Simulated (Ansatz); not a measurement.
System: BCl, charge 1, multiplicity 2. 
Geometry from a B3LYP-D3(BJ)/def2-TZVP (Ansatz, a first-principles code) optimisation:
```
B
Cl 1 1.6002
```
Charge +1, spin multiplicity 2.

Basis-set convergence of Hartree-Fock and CCSD(T) correlation energies (hartree) with Ansatz. Cores are frozen in the correlated levels unless marked. UHF or UKS for open shells. No spin-orbit coupling. No relativistic terms.

| basis | functions | E(HF) | E(corr, CCSD(T)) |
|---|---|---|---|
| cc-pV(D+d)Z | 37 | -483.81479 | -0.20209 |
| cc-pV(T+d)Z | 69 | -483.83568 | -0.26165 |
| cc-pV(Q+d)Z | 119 | -483.84080 | -0.28199 |
| cc-pV(5+d)Z | 191 | -483.84168 | -0.28884 |

Extrapolating the two largest sets (X = 4 and 5) as X^-3: E(corr) = (125·(-0.28884) - 64·(-0.28199))/61 = -0.2960 Eh, an estimate of the basis-set limit. The largest set recovers 97.6 % of it, the smallest 68.3 %.
